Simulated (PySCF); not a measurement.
# N²⁺: excitation energy

N²⁺ [He] 2s2 2p1 (2P) → N²⁺ [He] 2s2 3d1 (2D), as a difference of total energies. Computed with PySCF 2.14 in x2c-QZVPPall with one added diffuse shell each of s, p, d, f type (8s5p4d3f1g, 73 functions), with the spin-free X2C one-electron Hamiltonian (Gaussian nucleus). Correlated levels: valence and next inner shell: nothing frozen. The calculations carry no spin-orbit coupling.

```json
{"method": "UHF", "excitation energy (eV)": "33.299"}
{"method": "MP2 (valence and next inner shell)", "excitation energy (eV)": "32.767"}
{"method": "SCS-MP2 (valence and next inner shell)", "excitation energy (eV)": "32.659"}
{"method": "CCSD (valence and next inner shell)", "excitation energy (eV)": "33.149"}
{"method": "CCSD(T) (valence and next inner shell)", "excitation energy (eV)": "33.141"}
```

Task: How much does correlation contribute at CCSD(T) (valence and next inner shell)?

Result: 33.141 − (33.299) = -0.158 eV, measured against UHF.

A first-order spin-orbit estimate (lowest level to lowest level, LS coupling) adds 0.014 eV.

The promoted electron is Rydberg-like, and one or two diffuse shells describe it only roughly, which tends to raise the upper state.

The coupled-cluster amplitudes are large for the upper state (T1 above 0.03 or a double amplitude above 0.15), so a single reference is strained.
